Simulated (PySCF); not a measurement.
B(F)(GeH3)(OH) (BFGeH4O), SMILES O[B](F)[GeH3]. Heavy atoms are numbered as in [B:1]([F:2])([GeH3:3])[OH:7]. Hydrogens are named by the atom that carries them.

Geometry: r2SCAN-D4/def2-SVP. One conformer was computed; it need not be the lowest.

Method: PySCF with HF/pcSseg-1.

GIAO shieldings, no solvent; atoms alike by connectivity are averaged. δ = σ(ref) − σ: ¹¹B against BF3 (σ = 102.7 ppm); ¹⁹F against CFCl3 (σ = 238.5 ppm); ⁷³Ge against GeH4 (σ = 1776.1 ppm); ¹H against TMS (σ = 31.99 ppm); ¹⁷O against H2O (σ = 333.0 ppm), references at their B3LYP-D3(BJ)/def2-TZVP geometries, non-relativistic.

```
nucleus       atoms  count  δ (ppm)
-------  ----------  -----  -------
¹¹B              B1      1     22.9
¹⁹F              F2      1    -26.9
⁷³Ge     Ge3 (GeH3)      1    -27.1
¹H          H on O7      1     5.16
¹H         H on Ge3      3     3.53
¹⁷O         O7 (OH)      1    135.0
```
